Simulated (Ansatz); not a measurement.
Species: sum formula SiNH$_{5}$, net charge 0, singlet state. SMILES: N[SiH3]
Geometry: optimised at B3LYP-D3(BJ)/def2-TZVP (Ansatz, a program for electronic structure).

Quantity: atomisation energy (electronic, to ground-state atoms), in kJ/mol. Valence correlation only, unless marked. Open shells are spin-unrestricted. No spin-orbit coupling. No relativistic terms. The coupled-cluster limit lacks core correlation, which all-electron functionals hold. CBS(X,Y): correlation extrapolated as X^-3; Hartree-Fock from the larger set (for Q and 5 zeta extrapolated as (X+1)exp(-9√X)).

```json
[
 {"level": "PBE0/STO-3G", "program": "Ansatz", "atomisation energy (kJ/mol)": "2554.2"},
 {"level": "PBE0/def2-QZVPP", "program": "Ansatz", "atomisation energy (kJ/mol)": "2131.2"},
 {"level": "RPA@PBE/cc-pV(Q+d)Z", "program": "Ansatz", "atomisation energy (kJ/mol)": "2088.3"},
 {"level": "CCSD(T)/CBS(cc-pV(Q+d)Z,cc-pV(5+d)Z)", "program": "Ansatz", "atomisation energy (kJ/mol)": "(withheld)"}
]
```

Question: Some entries are withheld; supply them.

Answer: 
- CCSD(T)/CBS(cc-pV(Q+d)Z,cc-pV(5+d)Z), atomisation energy (kJ/mol): 2167.9
